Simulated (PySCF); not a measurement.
Aluminium: a sound run and one with changed settings

Sound run: Al⁺ [Ne] 3s2, Al²⁺ [Ne] 3s1. Calculation: PySCF 2.14, in 6-31G* (4s3p1d, 18 functions); no relativity, point nucleus. In the sound run the correlated levels freeze [Ne]. The sound run starts from symmetry-adapted Hartree-Fock orbitals and uses a fine grid where one is needed.

Changed run: initial guess minao, at most 50 SCF cycles, level shift 0.1 hartree.

| species | method | sound run (hartree) | changed run (hartree) | converged |
| --- | --- | --- | --- | --- |
| Al⁺ | UHF | -241.65205 | -241.65205 | yes |
| Al⁺ | M06-L | -242.11240 | -242.11240 | yes |
| Al⁺ | M06-2X | -242.10821 | -242.10821 | yes |
| Al⁺ | MP2 | -241.67780 | -241.67399 | yes |
| Al⁺ | CCSD(T) | -241.69097 | -241.69097 | yes |
| Al²⁺ | UHF | -241.00702 | -241.00702 | yes |
| Al²⁺ | M06-L | -241.42454 | -241.42454 | yes |
| Al²⁺ | M06-2X | -241.40869 | -241.40869 | yes |

Ionisation energy of Al⁺:

| method | sound run (eV) | changed run (eV) |
| --- | --- | --- |
| UHF | 17.552 | 17.552 |
| M06-L | 18.718 | 18.718 |
| M06-2X | 19.035 | 19.035 |
| MP2 | 18.253 | 18.149 |
| SCS-MP2 | 18.393 | 18.268 |
| CCSD | 18.611 | 18.611 |
| CCSD(T) | 18.611 | 18.611 |
| CCSDT | 18.611 | 18.611 |
| FCI | 18.611 | 18.611 |

A level shift leaves the converged SCF energy unchanged but raises the virtual orbital energies, which shrinks MP2 if it is not removed.

For comparison, NIST gives 18.829 eV between the lowest levels.
